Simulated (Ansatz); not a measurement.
Stepwise reaction of trimethylindium with hydrogen fluoride, as a gas-phase model of exchange steps in deposition or etching. ΔE in kJ/mol.

Calculated with Ansatz (gas phase, PBE0-D4/def2-TZVP geometries, no zero-point term in ΔE). CCSD(T)/CBS is the MP2 limit (def2-TZVPP, def2-QZVPP) plus CCSD(T) − MP2 in def2-TZVPP, frozen cores. This one scheme is used for every species. Functionals use def2-TZVPP. B3LYP here is the variant with VWN-RPA as its local correlation; programs differ in this. Elements past krypton have def2 core potentials. For In outer-core shells are correlated without core-valence functions, which leaves a few kJ/mol of doubt a bond.

| step | reaction | PBE-D4 | B3LYP-D4 | ωB97M-V | CCSD(T)/CBS |
| --- | --- | --- | --- | --- | --- |
| 1 | `[CH3][In]([CH3])[CH3]` + H–F → `[CH3][In]([CH3])[F]` + CH₄ | -124.3 | -130.8 | -122.0 | -117.1 |
| 3 | `[CH3][In]([F])[F]` + H–F → `[F][In]([F])[F]` + CH₄ | -31.7 | -35.7 | -34.2 | -28.4 |

Problem. Give the row of step 2, `[CH3][In]([CH3])[F]` + H–F → `[CH3][In]([F])[F]` + CH₄. (Estimate.)

Solution. Computed: 
```csv
step,reaction,PBE-D4,B3LYP-D4,ωB97M-V,CCSD(T)/CBS
2,`[CH3][In]([CH3])[F]` + H–F → `[CH3][In]([F])[F]` + CH₄,-82.5,-88.6,-83.4,-77.4
```

Problem. By hand: ΔE of the 3 steps together at CCSD(T)/CBS.

Solution. (-117.1) + (-77.4) + (-28.4) = -222.9 kJ/mol, or -74.3 kJ/mol a step.

In ΔE each step is higher than the one before. All are downhill at CCSD(T)/CBS. PBE-D4 differs from CCSD(T)/CBS by -7.2 to -3.3 kJ/mol a step. Isolated molecules leave out the surface, adducts and barriers. Largest T1 diagnostic: 0.018.
